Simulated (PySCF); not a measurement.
**Tl₂: from constants to spectrum**

UHF-CCSD(T) constants of Tl₂, ³Πu (triplet), unpaired electrons σ ↑, π ↑ (Tl def2-SVP with ECP60; scalar-relativistic core potentials (PySCF 2.14); masses 204.9744 and 204.9744 u):

| Quantity | Value |
| --- | --- |
| ωe | 82.9 cm⁻¹ |
| ωexe | 0.178 cm⁻¹ |
| Be | 0.016557 cm⁻¹ |
| αe | 4.95e-05 cm⁻¹ |
| D (centrifugal) | 2.64e-09 cm⁻¹ |
| De to Tl + Tl | 0.97 eV |

Give the vibrational terms G(v) and spacings up to v = 6.

G(v) = ωe(v+½) − ωexe(v+½)².

```
v  G(v) (cm⁻¹)  G(v) − G(v−1)  Bv (cm⁻¹)
0         41.4                   0.01653
1        123.9           82.5    0.01648
2        206.1           82.2    0.01643
3        288.0           81.8    0.01638
4        369.4           81.5    0.01633
5        450.6           81.1    0.01628
6        531.3           80.8    0.01624
```

How well does the Morse estimate ωe²/(4ωexe) reproduce De, and what is D0?

It gives 1.20 eV, 123 % of the computed De. D0 = De − G(0) = 0.97 − 0.01 = 0.96 eV.

Correlated steps freeze 8 core orbitals. Correlated levels converge slowly with the basis: in double zeta they bind strong bonds too weakly, by up to about 1 eV, and carry superposition errors of some tenths. These are scalar-relativistic numbers at best; spin–orbit coupling would shift them, the dissociation energy most. The state is the lowest determinant that a PBE0 search found; another state may lie lower at other levels.
